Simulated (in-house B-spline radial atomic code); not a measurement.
# LDA exchange-only excitations of neutral strontium

Method: LDA exchange-only. Computed with an all-electron radial atomic-structure program (B-spline basis): linear response of the closed shell [Kr] 5s2 with the functional's adiabatic kernel; scalar-relativistic (spin-free one-electron X2C), finite nucleus, no spin-orbit coupling, no double excitations, S, P, D and F terms only; shells from n = 3 respond.

Command:
```bash
python run_td.py task.json out
```
Settings (radii: box in bohr, nucleus in fm):
```
Z                        38
electrons                38
configuration            [Kr] 5s2
hamiltonian              x2c
method                   lda,
box_radius               75
rms_radius               4.224
intervals                77
```

Time taken, with all properties: 1.7 s on 1 thread of Arm Neoverse N1 (shared host).

The lowest states, in the order of their Tamm-Dancoff energies; the method's threshold (minus the highest occupied level) is 2.842 eV. Labels give the largest channel, * marks a mixed state, and oscillator strengths are full-response dipole values. Measured ¹D terms are left out, since they can mix with doubly excited terms. Semilocal kernels can invert the small singlet-triplet splittings of Rydberg terms. Energies in eV:

```tsv
state	full response	Tamm-Dancoff	oscillator strength	measured (J-weighted term)
5s → 5p 3P	1.175	1.416	-	1.823
5s → 4d 3D	1.514	1.681	-	2.263
5s → 4d 1D	?	?	-	-
5s → 5p 1P	2.643	2.739	1.46	2.690
5s → 6s 3S	?	?	-	?
```

Q: Where does 5s → 4d 1D lie?

A: At 2.556 eV in full response, 2.576 eV in Tamm-Dancoff.

Q: Where does 5s → 6s 3S lie?

A: At 2.739 eV in full response, 2.748 eV in Tamm-Dancoff; measured 3.600 eV.

Q: How large is the singlet-triplet splitting of 5s → 4d (D terms) in Tamm-Dancoff?

A: 0.895 eV, from the unrounded values.

Q: What polarisabilities and dispersion coefficient does the method give?

A: Dipole 196.9 bohr³, quadrupole 5432 bohr⁵, C6 3152 hartree·bohr⁶ for two such species. Recommended dipole value: 197.2 ± 0.2 bohr³ (Schwerdtfeger and Nagle, table of static dipole polarizabilities (2023 update)), which includes relativity and correlation.
